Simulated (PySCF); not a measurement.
# Reading the logs of faulty runs: AlFH2NSi

These are calculations, not measurements. The program is PySCF 2.14.0, an open-source quantum chemistry code, run on an isolated molecule that a program drew, which may never have been made. The molecule is AlFH2NSi (charge 0, doublet), drawn as the SMILES string `[F][Al]=[N][SiH2]`.

Each row is a Hartree-Fock (HF) and frozen-core CCSD(T) single point in the cc-pV(D+d)Z basis, meant for a local HF minimum. Run 1 is clean. Each other run has one planted mistake out of seven kinds, and not every kind appears here: one electron removed, one electron added, multiplicity raised by two, geometry at a saddle point, minimal basis STO-3G, one bond length entered in bohr, all coordinates scaled. The reference is restricted for singlets and unrestricted otherwise, and also for a bond in bohr. Adding or removing an electron swaps singlet and doublet. Electrons count all cores. HOMO and LUMO are orbital energies over both spins, the gradient is its largest component, and the lowest frequency (negative if imaginary) is given only where the gradient is small. Bond lengths are over the 5 bonds as drawn. T1 is the CCSD diagnostic: over 0.02 (restricted) or 0.045 (unrestricted) a single reference is doubtful.

Geometry of the clean run:
```xyz
6
AlFH2NSi, angstrom
F    -2.3508   -1.5317   -2.7051
Al   -1.7492   -2.1423   -1.2789
N    -1.3909   -1.0593    0.0397
Si   -1.0549   -0.1300    1.2467
H     0.2559    0.5030    1.4792
H    -2.0017    0.2297    2.3179
```

| run | electrons | basis functions | <S^2> | HOMO (eV) | LUMO (eV) | gradient (hartree/bohr) | lowest frequency (cm^-1) | mean bond (Å) | longest bond (Å) | T1 | HF (hartree) | CCSD(T) (hartree) | mistake |
|---|---|---|---|---|---|---|---|---|---|---|---|---|---|
| 1 | 45 | 84 | 0.753 | -8.37 | 1.16 | 2.6e-05 | 81 | 1.5832 | 1.744 | 0.0200 | -685.96940 | -686.49243 | no fault |
| 2 | 45 | 84 | 0.753 | -8.37 | 1.00 | 3.3e-05 | -127 | 1.5851 | 1.749 | 0.0194 | -685.96633 | -686.48778 | geometry at a saddle point |
| 3 | 45 | 84 | 0.796 | -8.72 | 0.83 | 4.4e-02 | - | 1.6797 | 1.850 | 0.0274 | -685.94555 | -686.48170 | all coordinates scaled |
| 4 | 45 | 84 | 3.772 | -6.10 | -0.43 | 1.3e-01 | - | 1.5832 | 1.744 | 0.0239 | -685.87039 | -686.35651 | multiplicity raised by two |
| 5 | 45 | 30 | 1.195 | -4.63 | 7.21 | 4.9e-02 | - | 1.5832 | 1.744 | 0.0664 | -677.49527 | -677.67644 | minimal basis STO-3G |
| 6 | 44 | 84 | 0.000 | -15.76 | -6.91 | 8.4e-02 | - | 1.5832 | 1.744 | 0.0206 | -685.68787 | -686.20839 | ? |

**Which mistake was planted in run 6, and what did it cost?**

It counts 44 electrons, one fewer than the clean run, at the same geometry and basis. So the mistake is: one electron removed. Subtracting run 1 and multiplying by 627.51 kcal/mol a hartree, the energy moved by 176.7 kcal/mol in HF and 178.2 kcal/mol in CCSD(T).

Cautions from the logs. Run 5: T1 is over the limit, so its CCSD(T) energy is less reliable; run 6: T1 is over the limit, so its CCSD(T) energy is less reliable.
